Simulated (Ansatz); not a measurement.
(1) Predict a relaxed structure of the cluster NbTe₂, charge 0, doublet, at PBE0-D4/def2-TZVP (Ansatz).

Results:

(1) 
```csv
atom,x (Å),y (Å),z (Å)
Nb1,-1.0471,-0.6000,0.9197
Te2,-0.2204,-0.0590,-1.5410
Te3,1.2674,0.6590,0.6213
```
Point group C2v (tolerance 0.1 Å). The metal has 2 neighbours: Te 2.65 Å, Te 2.65 Å. This is one stationary point.

In the def2 sets Nb, Te take a core potential; there is no spin–orbit coupling. The charge 0 doublet is spin-contaminated (final ⟨S²⟩ up to 1.74, 0.75 for a pure state). At PBE0-D4/def2-TZVP a quartet of charge 0 lies 0.58 eV below the doublet, each at its own geometry. The structure comes from a short search, and lower isomers may exist.
